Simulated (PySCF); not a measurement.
A geometry optimisation on `[C](#N)[GeH2][C]#C[SiH3]`.

Method: PBE0-D3(BJ)/def2-SVP geometry optimisation, gas phase (PySCF 2.14.0). Start geometry: GFN2-xTB. The input is one job of a driver script: a line of settings, then coordinates in Å.

Command:
```bash
OMP_NUM_THREADS=1 python probes_run.py task.json out
```

Input:
```
{"job": {"xc": "PBE0", "basis": "def2-SVP", "d3": "d3bj", "grid": 1, "shake": 0.01, "kind": "geom"}, "charge": 0, "multiplicity": 1}
N     -2.936680     2.462760    -1.128530
C     -2.657000     1.474150    -0.690630
Ge    -2.171340    -0.215880     0.046000
C     -0.227740    -0.278780     0.111090
C      0.946360    -0.329640     0.140360
Si     2.799040    -0.378810     0.209610
H     -2.733480    -0.289560     1.428930
H     -2.691990    -1.266010    -0.853140
H      3.226610     0.392210     1.400710
H      3.302240     0.197100    -1.022080
H      3.182100    -1.793360     0.342010
```

Output:
```
step   0  E = -2537.41074526  max force = 0.126196
step   1  E = -2537.42265347  max force = 0.017432
step   2  E = -2537.42326806  max force = 0.002927
step   3  E = -2537.42334374  max force = 0.001254
step   4  E = -2537.42337117  max force = 0.001215
step   5  E = -2537.42339996  max force = 0.000700
step   6  E = -2537.42340768  max force = 0.000320
optimisation converged
```

Energies in Eh; «max force» is the largest Cartesian gradient component in Eh/bohr.

Problem. How much energy does the optimisation release, in kcal/mol?

Solution. E(step 0) − E(last step) = 0.012662 Eh, which is 7.9 kcal/mol.

Main results: final energy -2537.42341 Eh after 6 steps; dipole 3.69 D.

Problem. Where do the atoms end?

Solution. 0.038 Å rms from the input after alignment:
```
atom  x, y, z in Å
N1    -2.8263    2.8550   -1.0013
C2    -2.5200    1.8168   -0.5874
Ge3   -2.0446    0.0872    0.1139
C4    -0.1598   -0.0484    0.0599
C5     1.0581   -0.1552    0.0331
Si6    2.8922   -0.3046   -0.0102
H7    -2.5520    0.0304    1.5556
H8    -2.6978   -0.9647   -0.7834
H9     3.4702    0.4475    1.1391
H10    3.3944    0.2568   -1.2959
H11    3.2590   -1.7460    0.0921
```

Hardware: an Arm Neoverse V1 with one thread, on a shared host. Cost: 57 s wall, 0.54 GiB resident at most.
Labels such as C1 count atoms from 1, the log's own numbers from 0.
